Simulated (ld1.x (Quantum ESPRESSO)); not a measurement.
# Reading a pseudo-wave (molybdenum)

Columns: radius, all-electron u(r) and pseudo u(r) of the 5s shell (level -4.14 eV) of molybdenum in the configuration [Kr] 4d5 5s1 5p0; PW91, scalar-relativistic, PAW scheme, ld1.x (Quantum ESPRESSO) 7.5.

```
r (bohr)  all-electron  pseudo
   0.192        0.0276  0.0455
   0.385        0.1346  0.0917
   0.578       -0.1015  0.1387
   0.770       -0.2528  0.1863
   0.962       -0.2479  0.2349
   1.155       -0.1417  0.2842
   1.348        0.0043  0.3335
   1.540        0.1506  0.3815
   1.732        0.2792  0.4274
   1.925        0.3839  0.4701
   2.118        0.4636  0.5081
   2.310        0.5203  0.5397
   2.502        0.5575  0.5640
   2.695        0.5790  0.5802
   2.888        0.5873  0.5873
   3.080        0.5852  0.5852
   3.272        0.5750  0.5750
   3.465        0.5586  0.5586
   3.658        0.5377  0.5377
   3.850        0.5135  0.5135
   4.043        0.4871  0.4871
   4.235        0.4596  0.4596
   4.428        0.4314  0.4314
   4.620        0.4035  0.4035
   4.812        0.3761  0.3761
   5.005        0.3494  0.3494
```

**Question.** How many radial nodes do the two functions have?

**Answer.** The all-electron 5s function has n − l − 1 = 4 (the table is too coarse to show those close to the nucleus); the pseudo-wave has 0, since the states of the same l below it are removed with the core.

**Question.** At about which radius was the pseudo-wave matched?

**Answer.** 3.00 bohr, where the columns begin to agree (steps of 0.19 bohr).

**Question.** Is the pseudo-wave norm-conserving?

**Answer.** No, it belongs to a PAW set: the norm inside the radius is not constrained, and the difference is carried by the augmentation charge.
